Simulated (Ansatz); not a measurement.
Mulliken charges of `C#[C][AlH][CH3]` from ωB97M-V/def2-TZVPP in Ansatz (PBE0-D4/def2-TZVP geometry).

| atom | x (Å) | y (Å) | z (Å) | charge (e) |
| --- | --- | --- | --- | --- |
| C1 | 1.587 | 0.633 | -2.160 | -0.007 |
| C2 | 1.030 | 0.616 | -1.085 | -0.525 |
| Al3 | 0.148 | 0.585 | 0.612 | 0.595 |
| C4 | -1.119 | -0.843 | 0.979 | -0.514 |
| H5 | 2.079 | 0.650 | -3.106 | 0.228 |
| H6 | 0.497 | 1.737 | 1.640 | -0.115 |
| H7 | -1.955 | -0.803 | 0.272 | 0.113 |
| H8 | -0.649 | -1.822 | 0.843 | 0.114 |
| H9 | -1.531 | -0.800 | 1.989 | 0.112 |

By hand: the dipole of these point charges (1 e Å = 4.8032 D).

Σ q r = (0.062, 0.014, -0.101) e Å, of length 0.119 e Å = 0.57 D.

How does the dipole of the full density compare? (Estimate.)

The calculation gave: (-0.059, -0.113, -0.052) e Å, 0.66 D; the point charges give 0.86 times that, at 90° from its direction.

Point charges leave out the atoms' own dipoles, such as those of lone pairs, and Mulliken's split depends on the basis, so the two needn't agree.
